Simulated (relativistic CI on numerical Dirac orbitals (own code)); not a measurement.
## Radial parameters of Rb XVIII

Computed by Dirac-Coulomb-Breit CI, KLI orbitals optimised for each configuration, model QED (radiative potential, 1s self-energy scaled to tabulated hydrogen-like ionisation energies), unscaled Slater integrals (own radial code, finite nucleus).

Slater integrals F^k, G^k are unscaled and averaged over j, outside the closed core [Ne]; ζ comes from projecting the Hamiltonian with its Breit term on Σ l·s of the shell.

- 3s2 3p6 3d2: F^2(3d,3d) = 238170, F^4(3d,3d) = 152980, ζ(3d) = 6930.7 cm⁻¹; <r>(3d) = 0.4234, <r^2>(3d) = 0.2098 (bohr units).
- 3s2 3p5 3d3: ζ(3p) = 61666, F^2(3d,3d) = 237460, F^4(3d,3d) = 152510, F^2(3p,3d) = 215630, G^1(3p,3d) = 242360, G^3(3p,3d) = 158080, ζ(3d) = 6785.7 cm⁻¹; <r>(3p) = 0.4609, <r^2>(3p) = 0.2451, <r>(3d) = 0.4246, <r^2>(3d) = 0.2109 (bohr units).
- 3s 3p6 3d3: F^2(3d,3d) = 237140, F^4(3d,3d) = 152300, G^2(3s,3d) = 183980, ζ(3d) = 6877.9 cm⁻¹; <r>(3s) = 0.4669, <r^2>(3s) = 0.2482, <r>(3d) = 0.4251, <r^2>(3d) = 0.2115 (bohr units).

(1) Give the Racah parameters of the d shell in 3s2 3p6 3d2.

Averages of the first 10 configurations, taken without configuration mixing, which lowers the lowest level and can move excited configurations by several eV; other configurations of the list can lie among them:

| Configuration | Parity | States | Average energy above the lowest level (eV) |
| --- | --- | --- | --- |
| 3s2 3p6 3d2 | even | 45 | 6.0 |
| 3s2 3p5 3d3 | odd | 720 | 120.0 |
| 3s 3p6 3d3 | even | 240 | 204.6 |
| 3s2 3p6 3d 4s | even | 20 | 262.8 |
| 3s2 3p6 3d 4p | odd | 60 | 291.0 |
| 3s2 3p6 3d 4d | even | 100 | 332.7 |
| 3s2 3p6 3d 4f | odd | 140 | 368.8 |
| 3s2 3p5 3d2 4s | odd | 540 | 373.2 |
| 3s2 3p6 4s2 | even | 1 | 536.5 |
| 3s2 3p5 3d2 4p | even | 1620 | 401.5 |

Answers

(1) B = F²/49 − 5F⁴/441 = 3126 cm⁻¹ and C = 35F⁴/441 = 12142 cm⁻¹.
